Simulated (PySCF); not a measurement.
# Computed records: CH5FNSi, AlBH4N2

Calculation on a computer-drawn molecule: the log of a Hartree-Fock and frozen-core CCSD(T) single point meant for a local Hartree-Fock minimum, with one planted fault or none, to be diagnosed. Offsets are logged minus clean, where the clean run is the same molecule without the fault. The reference is restricted for singlets and unrestricted otherwise, and also for a bond in bohr or an excited solution. Adding or removing an electron swaps singlet and doublet. The excited solution moves the top pair (singlet) or top alpha electron (doublet) to the lowest empty orbital. Highest occupied and lowest empty are orbital energies over both spins, largest force is the largest gradient component, triples share is (T) over the correlation energy, the T1 limit is 0.02 restricted and 0.045 unrestricted, electrons count all cores, a negative frequency is imaginary (commonest isotopes), and the dipole is about the centre of nuclear charge. Program: PySCF 2.14.0.

Common to all runs: meant multiplicity 1; meant basis cc-pV(D+d)Z; logged SCF converged yes; logged spin squared 0; logged CC converged yes; logged SCF stable within its kind yes; possible faults no fault, one electron removed, one electron added, multiplicity raised by two, geometry at a saddle point, SCF held on an excited solution, minimal basis STO-3G, one bond length entered in bohr, all coordinates scaled.

```yaml
- entry: 1
  formula: CH5FNSi
  logged_structure:
    atoms_angstrom:
      - [C, -2.4194, 0.8635, 1.0607]
      - ["N", -1.3689, -0.1085, 1.46]
      - [Si, 0.0782, 0.1732, 2.1156]
      - [F, 0.4823, 1.6524, 2.3905]
      - [H, -2.6052, 0.7654, -0.0055]
      - [H, -3.3266, 0.6536, 1.6207]
      - [H, -2.0822, 1.8726, 1.2798]
      - [H, -1.6197, -1.0703, 1.2866]
      - [H, 1.0386, -0.851, 2.4707]
  given:
    meant_charge: 1
    logged_electrons: 40
    logged_basis_functions: 90
    "logged_highest_occupied [eV]": -17.446
    "logged_lowest_empty [eV]": -3.7297
    "logged_largest_force [hartree/bohr]": 2.9485e-05
    "logged_lowest_frequency [cm^-1]": 161.76
    logged_T1_diagnostic: 0.014337
    logged_D1_diagnostic: 0.055069
    logged_triples_share: 0.024189
    "logged_dipole_magnitude [debye]": 3.467
    "logged_energy_HF [hartree]": -483.41571
    "logged_energy_CCSD(T) [hartree]": -484.04591
    drawn_bonds_atom: [1, 2, 3, 1, 1, 1, 2, 3]
    drawn_bonds_other_atom: [2, 3, 4, 5, 6, 7, 8, 9]
    drawn_bonds_order: [1, 1, 1, 1, 1, 1, 1, 1]
  results: {}
- entry: 2
  formula: AlBH4N2
  logged_structure:
    atoms_angstrom:
      - ["N", -2.5676, 2.3284, 1.8536]
      - [B, -1.716, 1.4488, 1.6959]
      - ["N", -0.7574, 0.4386, 1.5133]
      - [Al, -0.9956, -1.2797, 1.0586]
      - [H, -3.2504, 3.0239, 1.9781]
      - [H, 0.1825, 0.7627, 1.6683]
      - [H, 0.3021, -2.1628, 0.9345]
      - [H, -2.4577, -1.7998, 0.8138]
  given:
    meant_charge: 0
    logged_electrons: 36
    logged_basis_functions: 85
    "logged_highest_occupied [eV]": -10.096
    "logged_lowest_empty [eV]": 1.578
    "logged_largest_force [hartree/bohr]": 3.4921e-05
    "logged_lowest_frequency [cm^-1]": 141.3
    logged_T1_diagnostic: 0.015631
    logged_D1_diagnostic: 0.038898
    logged_triples_share: 0.030436
    "logged_dipole_magnitude [debye]": 1.3945
    "logged_energy_HF [hartree]": -377.90742
    "logged_energy_CCSD(T) [hartree]": -378.42696
    drawn_bonds_atom: [1, 2, 3, 1, 3, 4, 4]
    drawn_bonds_other_atom: [2, 3, 4, 5, 6, 7, 8]
    drawn_bonds_order: [2, 1, 1, 1, 1, 1, 1]
  results: {}
```

**Q.** Which fault was planted in the run of CH5FNSi (entry 1)?
**A.** no fault

**Q.** AlBH4N2 (entry 2): planted fault?
**A.** no fault

Further results for CH5FNSi (entry 1):

```
HF energy offset from clean run      : 0 kcal/mol
CCSD(T) energy offset from clean run : 0 kcal/mol
```

Further results for AlBH4N2 (entry 2):

```
HF energy offset from clean run      : 0 kcal/mol
CCSD(T) energy offset from clean run : 0 kcal/mol
```
